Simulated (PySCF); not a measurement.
## Deuteron quadrupole couplings in `Br[C@]12C[C@H]1C2`

Species: C4H5Br.
Cartesian coordinates in Å at the PBE0-D3(BJ)/def2-SVP level; atoms count from 1:
```
atom  x, y, z in Å
Br1   -2.4338   -0.0076    0.7671
C2    -0.7237   -0.0171   -0.0050
C3     0.1955   -1.1539   -0.2775
C4     0.6319    0.0207    0.5463
C5     0.1687    1.1174   -0.3647
H6     0.5990   -1.2966   -1.2915
H7    -0.0100   -2.0807    0.2687
H8     1.0031    0.0652    1.5687
H9    -0.0605    2.0780    0.1088
H10    0.5696    1.1919   -1.3870
```

Level: PBE0/pcSseg-1 (PySCF, non-relativistic); Q(2H) = 0.00286 b; rigid geometry, the same for H and D, with no vibrational averaging.

**Question.** Rank these positions by the coupling χzz of a deuteron there, largest first.
A. H6 (methylene hydrogen)
B. H7 (methylene hydrogen)
C. H8 (methine hydrogen)

**Answer.** C (213 kHz), B (200 kHz), A (194 kHz).

**Question.** Tabulate Vzz, the asymmetry η and χzz = 234.96 MHz × Q × Vzz for every hydrogen position.

**Answer.** 
| atom | bonded to | bond length (Å) | Vzz (au) | η | χzz (kHz) |
| --- | --- | --- | --- | --- | --- |
| H6 | C3 | 1.101 | 0.2893 | 0.07 | 194 |
| H7 | C3 | 1.095 | 0.2984 | 0.07 | 200 |
| H8 | C4 | 1.089 | 0.3166 | 0.06 | 213 |
| H9 | C5 | 1.095 | 0.2984 | 0.07 | 200 |
| H10 | C5 | 1.101 | 0.2893 | 0.07 | 194 |

**Question.** Give the 2H NMR doublet splittings at H6 for a magnetic field along the z, y and x axes of the gradient: 3χ/2, 3χ(1 + η)/4, 3χ(1 − η)/4.

**Answer.** With |χ| = 194.4 kHz and η = 0.065: 292, 155 and 136 kHz, to first order and without motion.

Isolated species at its PBE0-D3(BJ)/def2-SVP geometry, gas phase. The calculation is non-relativistic, for bromine too. These gradients aren't converged with respect to the basis.

The run behind these numbers computed NMR shieldings as well. On an x86-64 server with one thread, no GPU, shared host, this took 13 s.
